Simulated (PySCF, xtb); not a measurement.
Si(Cl)2(GeH3)(OH) (Cl2GeH4OSi), SMILES [GeH3][Si](O)(Cl)Cl.

xtb with GFN2-xTB at its own geometry gives an orbital gap of 5.75 eV and a dipole moment of 2.17 D.

Coordinates come from a B3LYP-D3(BJ)/def2-SVP optimisation. Other conformers were not sampled.

Problem. What does PBE0/def2-TZVP (PySCF) give? (The exact figures need the calculation; the answer reports its results.)

Solution. gap 8.27 eV (levels -8.52 and -0.25 eV), dipole 0.89 D.
